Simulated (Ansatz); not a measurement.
Stepwise reaction of `[NH]=[Nb]([Cl])([Cl])[Cl]` with ammonia, as a gas-phase model of exchange steps in deposition or etching. ΔE in kJ/mol; ΔG adds harmonic PBE0-D4 terms to CCSD(T)/CBS, at 1 bar.

Program: Ansatz. Geometries: PBE0-D4/def2-TZVP. ΔE: electronic, gas phase. CCSD(T)/CBS adds triple-zeta CCSD(T) − MP2 to the extrapolated MP2 energy (def2 sets, frozen cores). This one scheme is used for every species. Functionals use def2-TZVPP. B3LYP here is the variant with VWN-RPA as its local correlation; programs differ in this. Elements past krypton have def2 core potentials. For Nb outer-core shells are correlated without core-valence functions, which leaves a few kJ/mol of doubt a bond. Each species was taken in one conformer, which may not be the lowest.

| step | reaction | PBE-D4 | B3LYP-D4 | ωB97M-V | CCSD(T)/CBS | ΔG(600 K) |
| --- | --- | --- | --- | --- | --- | --- |
| 1 | `[NH]=[Nb]([Cl])([Cl])[Cl]` + NH₃ → `[NH]=[Nb]([NH2])([Cl])[Cl]` + HCl | 58.5 | 58.0 | 56.2 | 56.7 | 45.8 |
| 2 | `[NH]=[Nb]([NH2])([Cl])[Cl]` + NH₃ → `[NH]=[Nb]([NH2])([NH2])[Cl]` + HCl | 84.1 | 84.3 | 83.4 | 84.9 | 75.7 |
| 3 | `[NH]=[Nb]([NH2])([NH2])[Cl]` + NH₃ → `[NH]=[Nb]([NH2])([NH2])[NH2]` + HCl | 107.4 | 108.0 | 107.2 | 109.2 | 100.2 |

Q: By hand: ΔE of the 3 steps together at CCSD(T)/CBS.

A: (56.7) + (84.9) + (109.2) = 250.8 kJ/mol, or 83.6 kJ/mol a step.

In ΔE each step is higher than the one before. All are uphill at CCSD(T)/CBS. ΔG lies between 45.8 and 100.2 kJ/mol a step. PBE-D4 differs from CCSD(T)/CBS by -1.8 to 1.8 kJ/mol a step. Isolated molecules leave out the surface, adducts and barriers. Largest T1 diagnostic: 0.020.
